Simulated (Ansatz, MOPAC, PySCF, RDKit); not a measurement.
Pair of molecules: dimethyl selenide (SMILES C[Se]C) (first 9 atoms) with H2O (SMILES O); geometry from B3LYP-D3(BJ)/def2-TZVP, rigid monomers moved along the line of their centres of mass till Se2···H12 is 2.25 Å.
(charge 0, multiplicity 1):
```
atom    x (Å)    y (Å)    z (Å)
----  -------  -------  -------
C     -0.8942   1.6941  -0.2074
Se     0.5986   0.4493   0.0682
C     -0.4315  -1.2035  -0.1786
H     -1.6610   1.5131   0.5417
H     -0.4939   2.6989  -0.0909
H     -1.2924   1.5729  -1.2121
H     -1.2179  -1.2564   0.5702
H      0.2617  -2.0312  -0.0455
H     -0.8459  -1.2310  -1.1837
O     -1.0814   0.2078   2.6847
H     -0.7744   0.2525   3.5954
H     -0.2879   0.3292   2.1361
```

```csv
level,interaction energy (kcal/mol),cost
UFF,19.46,-
PM6,1.04,-
PM7,-2.99,-
HF/6-31G* (no counterpoise),-0.32,-
HF/aug-cc-pVDZ,0.90,-
PBE/def2-TZVPPD,-3.77,×1
r2SCAN-D4/def2-TZVPPD,-4.99,×2
B3LYP/6-31G* (no counterpoise),-4.15,-
PBE0/def2-TZVPPD,-3.55,×1
PBE0-D3(BJ)/def2-TZVPPD,-4.87,×1
PBE0-D4/def2-TZVPPD,-4.75,×1
M06-2X/6-31G* (no counterpoise),-5.94,-
wB97X-V/def2-TZVPPD,-4.05,×3
CCSD(T)/aug-cc-pVDZ,-2.55,×8
```

The rows run from -5.94 (M06-2X/6-31G* (no counterpoise)) to 19.46 kcal/mol (UFF). The dispersion term adds -1.31 in PBE0-D3(BJ), -1.19 in PBE0-D4. The 3 functionals in def2-TZVPPD without D3 or D4 span 0.49, from wB97X-V to PBE0.

Interaction energies are E(AB) − E(A) − E(B) at the monomers' geometry in the complex; basis-set methods are counterpoise corrected. Rows marked so take none. RDKit's UFF carries no charges.

Correlated levels freeze the cores. Filled d and f shells under p-block atoms count as core. Rows in 6-31G* carry no dispersion term and start afresh at each structure (6-31G* with six Cartesian d functions); the Pople sets are all-electron and without relativity. The state that PM6, PM7 reach isn't checked; PM7 holds dispersion and hydrogen-bond terms.

Programs: Ansatz (a program for electronic structure); MOPAC for PM6, PM7 (differences of heats of formation); PySCF for 6-31G* rows, the dispersion terms; RDKit for the force fields. 

Costs are rough ratios of core time to PBE/def2-TZVPPD (about 8 s over the structures, on one shared machine); a dash marks a level with no comparable run of its own.
